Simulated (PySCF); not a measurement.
Computed with B3LYP-D3(BJ)/def2-TZVP // PBE0-D4/def2-TZVP (PySCF 2.14.0). Gas-phase values, no solvent. One relaxed conformer stands for a flexible species; it need not be the lowest. B3LYP has the VWN-RPA correlation part, as in Gaussian. Delta-SCF ions had no search for a lower state. Excitations are Tamm–Dancoff values on a coarser integration grid. The basis has no diffuse functions, so Rydberg states are missing or too high.

Reference species (SMILES): `BC(=C)C(=C)N` (neutral, multiplicity 1).

```yaml
T1 excitation (TDA): 2.44 eV
vertical ionisation energy (Delta-SCF): 8.11 eV
brightest of the four lowest singlets (TDA): 5.07 eV
S1 excitation (TDA): 3.24 eV
```

Changed species: `N/C=C(\C=C)B`.

Q: What does the change do to the T1 excitation (TDA), vertical ionisation energy (Delta-SCF), brightest of the four lowest singlets (TDA) and S1 excitation (TDA)?

A: the T1 excitation (TDA) rises by 0.57 eV, to 3.01 eV; the vertical ionisation energy (Delta-SCF) decreases by 0.22 eV, to 7.89 eV; the brightest of the four lowest singlets (TDA) goes up by 0.39 eV, to 5.46 eV; the S1 excitation (TDA) rises by 1.36 eV, to 4.60 eV.
